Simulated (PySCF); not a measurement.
## From computed data to an observable: oscillator strength and radiative lifetime

Si(H)2(Me)(NCO) (C2H5NOSi), SMILES [SiH2](N=C=O)C.

Geometry: PBE0-D3(BJ)/def2-SVP. The values are those of a single conformer.

TDDFT-PBE0/def2-SVPD (PySCF) puts the first singlet state with f over 0.02 at 7.39 eV (vertical), with the transition dipole (0.227, -0.318, 0.000) in atomic units.

Find the oscillator strength, the wavelength and the radiative lifetime that this transition would have in vacuum if emission retraced absorption.


|μ|² = 0.1527 au, so |μ| = 0.99 D. ΔE = 7.39/27.211 = 0.2716 hartree. f = (2/3) ΔE |μ|² = 0.028 (the program prints 0.028).
λ = 1239.84/7.39 = 168 nm; ν = 59604 cm⁻¹.
Einstein's coefficient A = 0.6670 ν² f s⁻¹ (ν in cm⁻¹) = 6.5e7 s⁻¹, so τ = 1/A = 15 ns. This state is S2; the lower singlet has f = 0.002. The figure is the radiative limit of this one transition; relaxation, internal conversion, crossing to triplets and a medium change what is measured.
